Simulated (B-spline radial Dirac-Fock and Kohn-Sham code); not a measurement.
# Dipole and non-dipole photoemission parameters of Sr 3p1/2

System: the free strontium atom, [Kr] 5s2; threshold 280.3 eV (tabulated edge). Calculated with an atomic code on a B-spline grid, using Dirac-Hartree-Slater photoionisation with a Latter tail; cross sections with all multipoles, angular parameters from the dipole term and its interference with E2.

For linearly polarised light dσ/dΩ = σ/(4π) [1 + β P₂(cos θ) + (δ + γ cos²θ) sin θ cos φ], with θ from the polarisation vector and φ the angle between the beam and the projection of the electron momentum on the plane normal to the polarisation.

| hν (eV) | σ (kb) | β | γ | δ |
| --- | --- | --- | --- | --- |
| 317 | 196 | 0.075 | -0.148 | 0.096 |
| 391 | 195 | 0.903 | 0.207 | 0.062 |
| 507 | 165 | 1.315 | 0.192 | 0.018 |
| 600 | 138 | 1.448 | 0.103 | 0.007 |
| 800 | 93.5 | 1.566 | -0.005 | 0.001 |
| 1070 | 57.8 | 1.609 | -0.016 | 0.001 |
| 1370 | ? | ? | ? | ? |
| 1430 | 33.2 | 1.608 | 0.060 | 0.004 |
| 1486.9 | 30.7 | 1.605 | 0.075 | 0.004 |
| 1610 | 26.1 | 1.598 | 0.110 | 0.005 |
| 1900 | 18.3 | 1.577 | 0.197 | 0.008 |
| 2190 | 13.3 | 1.554 | 0.285 | 0.011 |
| 2400 | 10.8 | 1.536 | 0.346 | 0.013 |
| 2580 | 9.06 | 1.520 | 0.397 | 0.016 |
| 4000 | 3.01 | 1.403 | 0.741 | 0.035 |
| 4870 | 1.78 | 1.339 | 0.906 | 0.048 |
| 5220 | 1.47 | 1.315 | 0.965 | 0.054 |
| 5300 | 1.41 | 1.310 | 0.978 | 0.055 |
| 6000 | 0.997 | 1.265 | 1.083 | 0.066 |
| 9940 | 0.227 | 1.064 | 1.502 | 0.130 |

Question: Give the values at 1370 eV.

Answer: σ = 36.2 kb, β = 1.610, γ = 0.044, δ = 0.003.
